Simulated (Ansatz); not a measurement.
F$_{2}$H$_{5}$NOSi$_{2}$, SMILES `O[SiH](F)N[SiH2]F`. Total charge 0; spin multiplicity 1.

Cartesian coordinates in Å:
```
O -1.6277 -1.8834 0.4895
Si -1.2488 -0.4723 -0.2322
F -2.5904 0.3684 -0.1187
N 0.0473 0.3328 0.5436
Si 1.4690 0.9821 -0.1548
F 2.6798 -0.0634 -0.0935
H -0.9208 -2.5115 0.6428
H -0.9007 -0.6041 -1.6592
H -0.0292 0.4227 1.5492
H 1.9061 2.1659 0.6159
H 1.2154 1.2627 -1.5827
```

Task: Give the diagnostics of a CCSD(T)/def2-TZVPP run (frozen core, Ansatz 0.2.0). (Best estimate.)

Result: Computed: T1 = 0.0116, largest single amplitude 0.018, largest double 0.014, (T) share of the correlation energy 3.1 %, 9 CCSD cycles. The RHF solution is stable towards an unrestricted one. T1 lies under the customary mark of 0.02 for closed shells.
